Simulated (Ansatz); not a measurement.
Compare A (`O=C([SiH3])OCO`) with its isomer B (`O=C[SiH](O)CO`).

Program: Ansatz. Geometries: PBE0-D4/def2-TZVP. ΔE: electronic, gas phase. CCSD(T)/CBS adds triple-zeta CCSD(T) − MP2 to the extrapolated MP2 energy (def2 sets, frozen cores). DFT in def2-TZVPP. Each species was taken in one conformer, which may not be the lowest.

(1) Which isomer does CCSD(T)/CBS put lower? Give the gap. (An estimate is asked.)

(2) Give E(B) − E(A) in kJ/mol with CCSD(T)/def2-TZVPP, MP2/def2-TZVPP, PBE-D4, r2SCAN-D4, ωB97M-V, CCSD/def2-TZVPP, HF/def2-TZVPP. (Estimate.)

Largest T1 diagnostic: 0.015.

## Answers

(1) Ansatz gave: B, by 83.2 kJ/mol.

(2) The calculation gave: CCSD(T)/def2-TZVPP -74.8, MP2/def2-TZVPP -80.4, PBE-D4 -63.5, r2SCAN-D4 -66.5, ωB97M-V -77.1, CCSD/def2-TZVPP -79.0, HF/def2-TZVPP -70.9. None reverses the order clearly.

From PBE to PBE0 (25 % exact exchange), in def2-TZVPP and without D4, E(B) − E(A) moves by −5.5 kJ/mol. In def2-TZVPP, CCSD(T) changes the Hartree–Fock value by −3.9 kJ/mol (the triples alone add +4.2 kJ/mol) and MP2 by −9.5 kJ/mol.
